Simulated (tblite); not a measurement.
Compound: C5H13GeNSi.
SMILES with atom numbers: `[CH2:1]1[SiH2:2][C@@H:3]([C@@H:4]2[CH2:5][NH:6]2)[CH2:7][GeH2:8]1` (hydrogens: H9, H10 on C1; H11, H12 on Si2; H13 on C3; H14 on C4; H15, H16 on C5; H17 on N6; H18, H19 on C7; H20, H21 on Ge8)

Computed with GFN2-xTB (tblite), gas phase: L-BFGS steps from a force-field or distance-geometry start until the largest atomic force falls under 0.01 eV/Å.

Step 5: E = -648.9562 eV
```
atom  x, y, z in Å  |  force x, y, z in eV/Å
C1      2.3530    0.8627   -0.0652    0.110   0.193   0.079
Si2     0.5412    1.4503   -0.0866   -0.111  -0.035   0.155
C3     -0.1863   -0.0951    0.7548   -0.094  -0.151   0.021
C4     -1.6789   -0.1114    0.8532   -0.080  -0.056  -0.067
C5     -2.4315   -0.1424   -0.4107   -0.184   0.012  -0.208
N6     -2.4031    1.0530    0.3980   -0.126   0.025   0.005
C7      0.2924   -1.2912   -0.0692   -0.090  -0.098  -0.062
Ge8     2.2398   -1.1058   -0.1031   -0.048   0.157   0.028
H9      2.9482    1.2963   -0.8585    0.055  -0.028  -0.153
H10     2.8137    1.1866    0.8664    0.043  -0.013   0.014
H11     0.3670    2.6261    0.7609   -0.061   0.087  -0.076
H12     0.0388    1.5450   -1.4628    0.055   0.118   0.086
H13     0.2422   -0.2015    1.7532    0.000   0.141   0.173
H14    -2.1136   -0.6717    1.6772    0.063  -0.084   0.104
H15    -1.8996   -0.0284   -1.3366    0.128  -0.047  -0.220
H16    -3.3028   -0.7759   -0.4986   -0.279   0.133   0.099
H17    -3.2763    1.2232    0.8878    0.057   0.089   0.100
H18    -0.1006   -1.1932   -1.0797    0.024  -0.115  -0.124
H19    -0.0995   -2.2338    0.3194    0.097   0.015   0.092
H20     2.8666   -1.7039   -1.3220    0.186  -0.184   0.009
H21     2.7805   -1.6719    1.1765    0.254  -0.159  -0.054
```

Step 6: E = -648.9782 eV
```
atom  x, y, z in Å  |  force x, y, z in eV/Å
C1      2.3541    0.8644   -0.0656    0.067   0.303   0.111
Si2     0.5359    1.4553   -0.0822    0.016   0.050   0.240
C3     -0.1858   -0.0973    0.7519   -0.235  -0.160   0.029
C4     -1.6805   -0.1144    0.8517   -0.169  -0.099  -0.119
C5     -2.4400   -0.1411   -0.4129   -0.118  -0.045  -0.190
N6     -2.4019    1.0528    0.3979   -0.134   0.010   0.020
C7      0.2943   -1.2974   -0.0677   -0.159  -0.050  -0.060
Ge8     2.2364   -1.1010   -0.1010    0.175  -0.025  -0.101
H9      2.9541    1.2966   -0.8570    0.005  -0.043  -0.177
H10     2.8221    1.1934    0.8618    0.000  -0.049   0.021
H11     0.3604    2.6448    0.7646   -0.035  -0.093  -0.174
H12     0.0421    1.5503   -1.4591    0.029   0.123   0.050
H13     0.2306   -0.1934    1.7555    0.061   0.095   0.171
H14    -2.1127   -0.6773    1.6795    0.087  -0.020   0.019
H15    -1.9006   -0.0324   -1.3392    0.037  -0.056  -0.131
H16    -3.3212   -0.7681   -0.5008   -0.136   0.203   0.109
H17    -3.2735    1.2260    0.8901    0.071   0.091   0.089
H18    -0.1000   -1.2044   -1.0788    0.032  -0.084  -0.117
H19    -0.0976   -2.2419    0.3175    0.114   0.044   0.128
H20     2.8797   -1.7169   -1.3206    0.081  -0.077   0.144
H21     2.7953   -1.6811    1.1685    0.211  -0.118  -0.062
```

Question: Estimate the geometry and energy of step 7. (The exact step hangs on the optimiser's Hessian estimate; all steps are aligned on step 6, rigid shifts and turns removed.)

Answer: E = -649.0009 eV, largest force 0.393 eV/Å
```
atom  x, y, z in Å  |  force x, y, z in eV/Å
C1      2.3563    0.8717   -0.0649    0.010   0.287   0.095
Si2     0.5302    1.4604   -0.0733    0.115   0.077   0.230
C3     -0.1892   -0.1024    0.7500   -0.285  -0.096   0.038
C4     -1.6862   -0.1197    0.8476   -0.199  -0.121  -0.147
C5     -2.4511   -0.1395   -0.4189   -0.044  -0.064  -0.092
N6     -2.4025    1.0521    0.3972   -0.095  -0.019   0.010
C7      0.2938   -1.3047   -0.0674   -0.129   0.021  -0.027
Ge8     2.2356   -1.0957   -0.1002    0.319  -0.162  -0.162
H9      2.9605    1.2961   -0.8591   -0.059  -0.038  -0.163
H10     2.8317    1.2000    0.8584   -0.013  -0.054   0.046
H11     0.3525    2.6639    0.7655   -0.018  -0.220  -0.219
H12     0.0465    1.5588   -1.4535    0.014   0.120   0.045
H13     0.2189   -0.1826    1.7609    0.065   0.019   0.085
H14    -2.1099   -0.6838    1.6824    0.063   0.030  -0.072
H15    -1.9011   -0.0379   -1.3446   -0.087  -0.060  -0.021
H16    -3.3445   -0.7558   -0.5009   -0.002   0.244   0.079
H17    -3.2697    1.2312    0.8950    0.060   0.080   0.065
H18    -0.0989   -1.2184   -1.0805    0.032  -0.053  -0.085
H19    -0.0933   -2.2502    0.3184    0.116   0.045   0.148
H20     2.8958   -1.7328   -1.3163   -0.012   0.024   0.234
H21     2.8158   -1.6937    1.1584    0.150  -0.061  -0.085
```

The energy changes by -0.0228 eV. The first-order estimate −F·Δx gives -0.0314 eV and the mean of the old and new forces, exact on a quadratic surface, -0.0228 eV. The step makes an angle of 57° with the force vector and moves no atom by more than 0.026 Å.

What follows is the cost of the whole relaxation. The run took 1.3 s of wall time on one thread, Arm Neoverse N1 (aarch64), shared host.
